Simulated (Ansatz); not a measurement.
Gas-phase electronic energies from Ansatz, PBE0-D4/def2-TZVP geometries. CCSD(T)/CBS is the MP2 limit (def2-TZVPP, def2-QZVPP) plus CCSD(T) − MP2 in def2-TZVPP, frozen cores. DFT in def2-TZVPP. B3LYP here is the variant with VWN-RPA as its local correlation; programs differ in this. Each species was taken in one conformer, which may not be the lowest.

Reaction (formal exchange of groups at a C–Al bond): `[NH2][Al]([SiH3])[CH2][SiH3]` + `B[SiH2]F` → `F[SiH2]BC[SiH3]` + `[NH2][AlH][SiH3]`

`[NH2][Al]([SiH3])[CH2][SiH3]`:

Cartesian coordinates in Å:
```
N 0.485 0.350 -1.976
Al 0.400 0.499 -0.215
Si 0.469 2.752 0.747
C 0.246 -1.146 0.829
Si -1.043 -2.321 0.177
H 0.570 1.124 -2.615
H 0.437 -0.518 -2.486
H -0.753 3.037 1.556
H 0.569 3.819 -0.290
H 1.633 2.921 1.666
H 0.028 -0.905 1.874
H 1.217 -1.657 0.814
H -0.706 -2.734 -1.215
H -2.379 -1.662 0.139
H -1.175 -3.560 0.994
```

`B[SiH2]F`:

Z-matrix (Å, degrees):
```
Si
F 1 1.607
B 1 2.000 2 113.6
H 1 1.490 2 107.3 3 -121.7
H 1 1.490 2 107.3 3 121.8
H 3 1.197 1 118.1 2 179.8
H 3 1.194 1 124.1 2 -0.2
```

`F[SiH2]BC[SiH3]`:

```xyz
13

F     1.669   -2.613    1.339
Si    0.948   -1.190    1.548
B     1.009   -0.026   -0.090
C     0.047    1.156   -0.238
Si   -1.373    0.475   -1.309
H     1.648   -0.498    2.670
H    -0.447   -1.469    1.992
H     1.771   -0.270   -0.984
H    -0.434    1.520    0.675
H     0.428    1.994   -0.830
H    -1.920   -0.782   -0.737
H    -0.893    0.210   -2.688
H    -2.454    1.493   -1.347
```

`[NH2][AlH][SiH3]`:

```xyz
9

N    -1.394    1.405    0.026
Al    0.192    0.799    0.518
Si    0.870   -1.411   -0.296
H    -2.041    0.909   -0.565
H    -1.781    2.296    0.295
H     1.067    1.734    1.455
H     2.120   -1.339   -1.108
H    -0.177   -2.041   -1.152
H     1.144   -2.352    0.829
```

(1) Is it downhill or uphill in electronic energy at CCSD(T)/CBS, and by how much? (An estimate is asked.)

(2) What do these levels give: PBE-D4, r2SCAN-D4, B3LYP, MP2/def2-TZVPP, CCSD(T)/def2-TZVPP, CCSD/CBS(def2)? (An estimate is asked.)

Largest T1 diagnostic among the species: 0.013.

## Answers

(1) Ansatz gave: Downhill: ΔE = -10.0 kJ/mol.

(2) Computed: PBE-D4 -18.8, r2SCAN-D4 -13.9, B3LYP -13.3, MP2/def2-TZVPP -9.9, CCSD(T)/def2-TZVPP -10.2, CCSD/CBS(def2) -9.0 kJ/mol.

From PBE to PBE0 (25 % exact exchange), in def2-TZVPP and without D4, ΔE moves by +3.1 kJ/mol. In def2-TZVPP, CCSD(T) changes the Hartree–Fock value by −5.0 kJ/mol (the triples alone add −1.1 kJ/mol) and MP2 by −4.6 kJ/mol.
